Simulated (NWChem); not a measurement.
System meant: C₄H₆O; SMILES C(#C)COC

NWChem input:

```
start job
memory heap 200 mb stack 900 mb global 1100 mb
geometry units angstroms noautoz
  C      0.281894     2.573035     0.000000
  C     -0.088900     1.421565     0.000000
  C     -0.568735     0.043834     0.000000
  O      0.498731    -0.856083     0.000000
  C      0.080102    -2.185409     0.000000
  H      0.618405     3.593509     0.000000
  H     -1.219122    -0.109146     0.888309
  H     -1.219122    -0.109146    -0.888309
  H      0.977815    -2.818549     0.000000
  H     -0.524681    -2.432638     0.895811
  H     -0.524681    -2.432638    -0.895811
end
basis spherical
  C library def2-svp
  O library def2-svp
  H library def2-svp
end
dft
  odft
  mult 2
  xc xpbe96 cpbe96
  iterations 150
  mulliken
end
task dft energy
```

End of the output:

```
 ==============================================================================
                                 internuclear angles
 ------------------------------------------------------------------------------
        center 1       |       center 2       |       center 3       |  degrees
 ------------------------------------------------------------------------------
    2 C                |   1 C                |   6 H                |   179.60
    1 C                |   2 C                |   3 C                |   178.65
    2 C                |   3 C                |   4 O                |   110.93
    2 C                |   3 C                |   7 H                |   108.81
    2 C                |   3 C                |   8 H                |   108.81
    4 O                |   3 C                |   7 H                |   111.02
    4 O                |   3 C                |   8 H                |   111.02
    7 H                |   3 C                |   8 H                |   106.10
    3 C                |   4 O                |   5 C                |   112.65
    4 O                |   5 C                |   9 H                |   107.71
    4 O                |   5 C                |  10 H                |   112.12
    4 O                |   5 C                |  11 H                |   112.12
    9 H                |   5 C                |  10 H                |   108.50
    9 H                |   5 C                |  11 H                |   108.50
   10 H                |   5 C                |  11 H                |   107.79
 ------------------------------------------------------------------------------
                            number of included internuclear angles:         15
 ==============================================================================

 Summary of "ao basis" -> "" (spherical)
 ------------------------------------------------------------------------------
       Tag                 Description            Shells   Functions and Types
 ---------------- ------------------------------  ------  ---------------------
 C                          def2-svp                 6       14   3s2p1d
 O                          def2-svp                 6       14   3s2p1d
 H                          def2-svp                 3        5   2s1p

  pbe96 is a nonlocal functional; adding pw91lda local functional.

                                 NWChem DFT Module
                                 -----------------

 Summary of "ao basis" -> "ao basis" (spherical)
 ------------------------------------------------------------------------------
       Tag                 Description            Shells   Functions and Types
 ---------------- ------------------------------  ------  ---------------------
 C                          def2-svp                 6       14   3s2p1d
 O                          def2-svp                 6       14   3s2p1d
 H                          def2-svp                 3        5   2s1p

      Symmetry analysis of basis
      --------------------------

        a'         68
        a"         32

  number of electrons :                   38
  multiplicity        :                    2
 ------------------------------------------------------------------------
  no. of electrons and multiplicity not compatible                  38
 ------------------------------------------------------------------------
 ------------------------------------------------------------------------
  current input line :
    28: task dft energy
 ------------------------------------------------------------------------
 ------------------------------------------------------------------------
 There is an error in the input file
 ------------------------------------------------------------------------
 For more information see the NWChem manual at https://nwchemgit.github.io

0: no. of electrons and multiplicity not compatible:Received an Error in Communication
```

What is wrong, and how is it mended?

The input was rejected before any calculation. Cause: the multiplicity doesn't fit the number of electrons (an even count wants an odd multiplicity, and the reverse). This input runs:
```
start job
memory heap 200 mb stack 900 mb global 1100 mb
geometry units angstroms noautoz
  C      0.281894     2.573035     0.000000
  C     -0.088900     1.421565     0.000000
  C     -0.568735     0.043834     0.000000
  O      0.498731    -0.856083     0.000000
  C      0.080102    -2.185409     0.000000
  H      0.618405     3.593509     0.000000
  H     -1.219122    -0.109146     0.888309
  H     -1.219122    -0.109146    -0.888309
  H      0.977815    -2.818549     0.000000
  H     -0.524681    -2.432638     0.895811
  H     -0.524681    -2.432638    -0.895811
end
basis spherical
  * library def2-svp
end
dft
  xc xpbe96 cpbe96
  iterations 150
  mulliken
end
task dft energy
```
It converges to -230.69541 Ha (PBE/def2-SVP).
